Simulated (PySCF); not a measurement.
Te(OMe)(GeH3) (CH6GeOTe), SMILES [GeH3][Te]OC.

Coordinates come from a PBE-D3(BJ)/def2-SVP optimisation. The structure was generated by enumeration, and PubChem lists no compound with its InChIKey, so it may never have been made. The def2 effective core potentials stand for the cores of Te; spin–orbit coupling is left out. One conformer was computed; it need not be the lowest.

Calculation: TDDFT-PBE/def2-SVPD (PySCF).

Vertical excitations. 

```json
[
 {"state": "S1", "energy (eV)": "2.64", "λ (nm)": "470", "f": "0.001", "main pairs": "HOMO→LUMO 100 %"},
 {"state": "S2", "energy (eV)": "3.37", "λ (nm)": "368", "f": "0.001", "main pairs": "HOMO−1→LUMO 100 %"},
 {"state": "S3", "energy (eV)": "3.90", "λ (nm)": "318", "f": "0.006", "main pairs": "HOMO→LUMO+1 99 %"},
 {"state": "S4", "energy (eV)": "4.71", "λ (nm)": "263", "f": "0.041", "main pairs": "HOMO−1→LUMO+1 84 %"},
 {"state": "S5", "energy (eV)": "4.81", "λ (nm)": "258", "f": "0.022", "main pairs": "HOMO→LUMO+2 99 %"},
 {"state": "S6", "energy (eV)": "5.04", "λ (nm)": "246", "f": "0.049", "main pairs": "HOMO−2→LUMO 43 %, HOMO−3→LUMO 39 %, HOMO−1→LUMO+1 8 %"},
 {"state": "S7", "energy (eV)": "5.19", "λ (nm)": "239", "f": "0.058", "main pairs": "HOMO−3→LUMO 55 %, HOMO−2→LUMO 36 %"},
 {"state": "S8", "energy (eV)": "5.57", "λ (nm)": "222", "f": "0.050", "main pairs": "HOMO→LUMO+3 69 %, HOMO→LUMO+4 20 %"},
 {"state": "S9", "energy (eV)": "5.65", "λ (nm)": "220", "f": "0.015", "main pairs": "HOMO→LUMO+4 40 %, HOMO−1→LUMO+2 22 %, HOMO−4→LUMO 19 %, HOMO→LUMO+3 10 %"},
 {"state": "S10", "energy (eV)": "5.65", "λ (nm)": "219", "f": "0.001", "main pairs": "HOMO−1→LUMO+2 76 %"},
 {"state": "T1", "energy (eV)": "1.98", "λ (nm)": "625", "f": "0", "main pairs": "HOMO→LUMO 100 %"},
 {"state": "T2", "energy (eV)": "2.90", "λ (nm)": "428", "f": "0", "main pairs": "HOMO−1→LUMO 100 %"},
 {"state": "T3", "energy (eV)": "3.45", "λ (nm)": "360", "f": "0", "main pairs": "HOMO→LUMO+1 100 %"},
 {"state": "T4", "energy (eV)": "4.06", "λ (nm)": "305", "f": "0", "main pairs": "HOMO−2→LUMO 98 %"}
]
```
Triplets are in the Tamm–Dancoff approximation, which puts them higher than full response would, so one can lie above its singlet here.
